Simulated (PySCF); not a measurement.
C3H11ClSi2, SMILES C[Si](Cl)(C[SiH3])C. Atoms are numbered in the order given.

```xyz
17

C     -1.4059    -1.5178     0.7053
Si    -0.7785     0.1275     0.0807
C     -2.1406     1.4043     0.0065
Cl    -0.0939    -0.1691    -1.8774
C      0.6783     0.7257     1.0951
Si     2.2936    -0.2170     0.8583
H     -2.2243    -1.8871     0.0688
H     -0.6051    -2.2723     0.7045
H     -1.7876    -1.4197     1.7344
H     -1.7705     2.3482    -0.4213
H     -2.5271     1.6119     1.0175
H     -2.9766     1.0506    -0.6160
H      0.8660     1.7896     0.8699
H      0.3893     0.6718     2.1601
H      2.9272     0.1316    -0.4460
H      2.0522    -1.6928     0.9008
H      3.2516     0.1228     1.9567
```

Coordinates come from a PBE0-D3(BJ)/def2-SVP optimisation. The structure was generated by enumeration, and PubChem lists no compound with its InChIKey, so it may never have been made. The values are those of a single conformer.

These are KT2/pcSseg-1 in PySCF values and carry that method's errors.

GIAO shieldings, no solvent; atoms listed in one row are averaged. δ = σ(ref) − σ: ¹³C against TMS (σ = 185.1 ppm); ²⁹Si against TMS (σ = 361.9 ppm); ³⁵Cl against HCl (σ = 945.4 ppm); ¹H against TMS (σ = 31.47 ppm), references at their B3LYP-D3(BJ)/def2-TZVP geometries, non-relativistic (without spin–orbit terms, shifts of atoms bonded to Cl or Br come out too high).

Computed chemical shifts:
```tsv
nucleus	atoms	count	δ (ppm)
¹³C	C3	1	8.1
¹³C	C1	1	4.5
¹³C	C5	1	-0.6
²⁹Si	Si2	1	41.4
²⁹Si	Si6	1	-72.7
³⁵Cl	Cl4	1	32.9
¹H	H15, H16, H17	3	4.33
¹H	H7, H8, H9, H10, H11, H12	6	0.68
¹H	H13	1	0.46
¹H	H14	1	0.08
```
